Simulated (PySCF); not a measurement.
**From a computed spectrum to the compound**

A species of 6 atoms with charge 0 has these harmonic modes (BP86, small Gaussian bases with core potentials, PySCF 2.14.0):

```json
{"cm⁻¹": "33", "km/mol": "0.1", "symmetry": "a''"}
{"cm⁻¹": "102", "km/mol": "0.1", "symmetry": "a'"}
{"cm⁻¹": "158", "km/mol": "14.4", "symmetry": "a'"}
{"cm⁻¹": "414", "km/mol": "38.5", "symmetry": "a'"}
{"cm⁻¹": "551", "km/mol": "1.7", "symmetry": "a''"}
{"cm⁻¹": "634", "km/mol": "8.0", "symmetry": "a'"}
{"cm⁻¹": "1101", "km/mol": "1.5", "symmetry": "a'"}
{"cm⁻¹": "1366", "km/mol": "8.8", "symmetry": "a''"}
{"cm⁻¹": "1369", "km/mol": "2.8", "symmetry": "a'"}
{"cm⁻¹": "2956", "km/mol": "6.8", "symmetry": "a'"}
{"cm⁻¹": "3069", "km/mol": "5.7", "symmetry": "a''"}
{"cm⁻¹": "3075", "km/mol": "10.8", "symmetry": "a'"}
```

Task: Which species is it, and in which structure?

Result: Pb(CH3)I (singlet):
```xyz
6

Pb    0.6403    0.0000   -0.8179
C     2.4544    0.0000    0.6449
H     3.4140    0.0000    0.0880
H     2.3964    0.8984    1.2939
H     2.3964   -0.8984    1.2939
I    -1.3467    0.0000    1.2582
```
Ideal gas at 298.15 K and 1 bar: S = 360.2 J/(mol K), Cp = 74.6 J/(mol K), H − H(0 K) = 17.5 kJ/mol (rigid rotor, harmonic modes, spin degeneracy alone; the modes under 60 cm⁻¹ make these uncertain). 
 This is one of several that fit.
